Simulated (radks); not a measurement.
Spherical quantum dot in the effective-mass picture: electrons in a well V = -V0 / (1 + exp((r - R)/a)) with V0 = 4.17, R = 13.6, a = 0.68, with a point charge +2 (a donor) at the centre, all in effective atomic units (hartree* = m*/eps^2 hartree, bohr* = eps/m* bohr), one dielectric constant everywhere. Method: non-relativistic Kohn-Sham, LDA (Slater exchange, Perdew-Wang correlation), spin-polarised, spherical densities; computed with a radial shooting solver with Libxc functionals. Levels are named by radial order and angular momentum (1s, 1p, 1d, 2s, ...), and open shells are averaged over m. Results are scaled to m* = 0.076 and eps = 8.7, for which hartree* = 27.32 meV and bohr* = 6.058 nm.

N = 8, configuration 1s2 1p(up 3, down 1) 2s2. This is the lowest configuration that the search found (a dilute case). Occupied and some empty levels:

level,occupation,eigenvalue (meV),<r> (nm)
1s up,1,-109.22,5.844
1s down,1,-109.22,5.840
2s up,1,-98.056,50.76
2s down,1,-97.770,50.74
1p up,3,-97.616,51.89
1p down,1,-97.329,51.93
1d up,0,-96.790,53.66
1d down,0,-96.503,53.75
1f up,0,-95.664,55.19
1f down,0,-95.381,55.31
1g up,0,-94.268,56.57
1g down,0,-93.991,56.70
2p up,0,-93.295,40.01
2p down,0,-93.098,39.74

Energy (meV): total -939.332, kinetic 85.049, external -1129.4, Hartree 148.10, exchange-correlation -43.113.

Electron density:

r (nm),n(r) (e/nm^3)
6.42,0.0003632
13.3,0.00001333
20.2,1.864e-06
27.1,2.326e-06
34.0,3.816e-06
40.8,5.578e-06
47.7,6.749e-06
54.6,6.154e-06
61.5,3.663e-06
68.4,1.100e-06
75.3,1.066e-07
82.1,1.978e-09
89.0,7.269e-12
